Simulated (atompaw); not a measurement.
**How hard is this lanthanum PAW (atompaw) potential?**

- Element: lanthanum (La)
- Generator: atompaw 4.2.0.5
- Type: PAW
- Functional: LDA (PW92)
- Relativity: scalar-relativistic
- Frozen core: [Kr] 4d10 5s2
- Valence charge: 9
- Reference configuration: 4f0 5p6 5d1 6s1 6p1
- Partial waves: 6s (bound): rc 3.00 bohr; 6s channel at 2.5 Ry: rc 3.00 bohr; 5p (bound): rc 2.90 bohr; 6p (bound): rc 3.00 bohr; 5d (bound): rc 3.00 bohr; 5d channel at 3.45 Ry: rc 3.00 bohr; 4f (bound, empty): rc 1.00 bohr; 4f channel at 0.95 Ry: rc 1.00 bohr
- Local potential: bessel scheme, radius 2.95 bohr
- Core correction: smooth core density matched at 2.10 bohr
- Augmentation charge: sinc compensation charge, radius 2.35 bohr; PAW radius 3.00 bohr; waves and projectors: custom polynom2 7 10 vanderbiltortho

The pseudo-atom Hamiltonian at the reference potential is diagonalised in spherical Bessel functions j_l(qr) that vanish at 20 bohr, with q² up to the cutoff. All-electron valence levels (Ry): 6s -0.3267, 5p -1.7323, 6p -0.1414, 5d -0.3008, 4f -0.4187.

Problem. How do the lowest levels (Ry) of each channel move with the cutoff, and are there ghosts?

Solution.

```csv
cutoff (Ry),s #1,p #1,p #2,d #1,d #2,f #1,f #2,Σ f·Δε (mRy)
8,-0.3261,-1.7026,-0.1396,-0.2823,0.0169,0.0695,0.1679,198.9
10,-0.3261,-1.7234,-0.1408,-0.2932,0.0158,0.0694,0.1675,62.1
12,-0.3263,-1.7267,-0.1410,-0.2975,0.0154,0.0694,0.1672,37.4
18,-0.3266,-1.7301,-0.1413,-0.2989,0.0152,0.0693,0.1667,15.3
21,-0.3266,-1.7312,-0.1413,-0.3000,0.0151,0.0693,0.1666,7.6
25,-0.3266,-1.7313,-0.1413,-0.3002,0.0151,0.0693,0.1665,6.5
30,-0.3267,-1.7318,-0.1414,-0.3003,0.0151,0.0693,0.1665,3.1
35,-0.3267,-1.7320,-0.1414,-0.3006,0.0150,0.0693,0.1665,1.8
45,-0.3267,-1.7322,-0.1414,-0.3007,0.0150,0.0693,0.1665,0.8
50,-0.3267,-1.7322,-0.1414,-0.3008,0.0150,0.0693,0.1665,0.6
55,-0.3267,-1.7322,-0.1414,-0.3008,0.0150,0.0693,0.1665,0.5
400,-0.3267,-1.7323,-0.1414,-0.3008,0.0150,0.0692,0.1659,0.0
```

Result: no extra level below or beside the all-electron valence levels (s, p, d, f tested); 10 mRy is reached at 21 Ry and 1 mRy at 45 Ry.
